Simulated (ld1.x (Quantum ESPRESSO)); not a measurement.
**What one change does to a pseudopotential (Ba (Z = 56), RRKJ)**

```json
{
  "Element": "barium",
  "Generator": "ld1.x (Quantum ESPRESSO) 7.5",
  "Type": "norm-conserving RRKJ (Kleinman–Bylander form)",
  "Functional": "PBE",
  "Relativity": "scalar-relativistic",
  "Frozen core": "[Kr] 4d10",
  "Valence charge": "10",
  "Reference configuration": "5s2 5p6 5d0 6s1.5 6p0 (charge +0.5)",
  "Partial waves": "5p (bound): rc 2.75 bohr; 5d (bound, empty): rc 2.60 bohr; 5s (bound): rc 1.55 bohr",
  "Local potential": "the s channel",
  "Core correction": "none",
  "rho0": "0.02"
}
```

Occupied shells without a wave of their own: 6s. They enter only through the test configuration that unscreens the potential.

Change: functional LDA (PZ).

Cutoffs: the cutoffs (Ry, on a coarse ladder) from which the occupation-weighted sum of valence levels, in a spherical-Bessel basis at the reference potential, stays within 10 and 1 mRy of its value at 400 Ry; they do not see the model core or the augmentation charge, which bear on the density cutoff. Errors are all-electron minus pseudo energies relative to the spin-unpolarised reference configuration.

**Question.** How do hardness, ghosts and transferability respond?

**Answer.** The potential gets neither clearly harder nor softer (40 Ry and 80 Ry → 40 Ry and 80 Ry); the number of tests with a reliable result goes from 7 to 9; of the 7 tests that both files solve, the error grows in 0 and shrinks in 2 by more than 15 % and 0.3 meV (median size 18.5 → 17.9 meV); neither file shows a bound ghost.

```csv
quantity,base,changed
"cutoff, loose",40 Ry,40 Ry
"cutoff, tight",80 Ry,80 Ry
loose cutoff by channel (10 mRy a level),"p 8 Ry, s 35 Ry","p 8 Ry, s 40 Ry"
bound ghosts,none,none
"error for 5s2 5p6 5d0 6s2 6p0, meV [ΔE -2.14 → -2.21 eV]",+16,+17
"error for 5s2 5p6 5d0 6s1 6p0, meV [ΔE 3.23 → 3.33 eV]",-22,-23
"error for 5s2 5p6 5d0 6s0 6p0, meV [ΔE 13.21 → 13.50 eV]",-92,-96
"error for 5s2 5p6 5d0 6s0 6p2, meV [ΔE 2.00 → 2.16 eV]",-18,-18
"error for 5s2 5p6 5d1 6s0 6p0, meV [ΔE 3.91 → 4.06 eV]",-63,-62
"error for 5s2 5p6 5d0.5 6s1.5 6p0, meV [ΔE -1.50 → -1.57 eV]",-1.0,-0.5
"error for 5s2 5p6 5d0 6s1 6p1, meV [ΔE -0.11 → -0.09 eV]",-0.7,0.0
s: phases at 2.98 bohr within 0.05 rad from the reference energy up to (Ry; the scan ends near 5),0.1,0.1
p: phases at 2.98 bohr within 0.05 rad from the reference energy up to (Ry; the scan ends near 5),0.8,0.7
d: phases at 2.98 bohr within 0.05 rad from the reference energy up to (Ry; the scan ends near 5),2.8,2.7
```
